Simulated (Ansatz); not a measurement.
Compare A (`[SiH3][SnH2][CH2]Cl`) with its isomer B (`[CH3][SnH]([SiH3])[Cl]`).

Calculated with Ansatz (gas phase, PBE0-D4/def2-TZVP geometries, no zero-point term in ΔE). CCSD(T)/CBS adds triple-zeta CCSD(T) − MP2 to the extrapolated MP2 energy (def2 sets, frozen cores). DFT in def2-TZVPP. B3LYP here is the variant with VWN-RPA as its local correlation; programs differ in this. def2 core potentials past Kr. For Sn outer-core shells are correlated without core-valence functions, which leaves a few kJ/mol of doubt a bond. Each species was taken in one conformer, which may not be the lowest.

Question: Which isomer does CCSD(T)/CBS put lower? Give the gap. (Best estimate.)

Answer: Computed: B, by 179.2 kJ/mol.

Question: Give E(B) − E(A) in kJ/mol with B3LYP, ωB97M-V, PBE-D4, MP2/def2-TZVPP, B3LYP-D4, PBE0-D4, HF/def2-TZVPP. (An estimate is asked.)

Answer: Ansatz gave: B3LYP -179.4, ωB97M-V -175.6, PBE-D4 -170.5, MP2/def2-TZVPP -178.8, B3LYP-D4 -177.4, PBE0-D4 -175.2, HF/def2-TZVPP -190.6. None reverses the order clearly.

Largest T1 diagnostic: 0.012.

In def2-TZVPP, CCSD(T) changes the Hartree–Fock value by +17.7 kJ/mol (the triples alone add +2.3 kJ/mol) and MP2 by +11.7 kJ/mol. From PBE to PBE0 (25 % exact exchange), in def2-TZVPP and without D4, E(B) − E(A) moves by −4.4 kJ/mol.
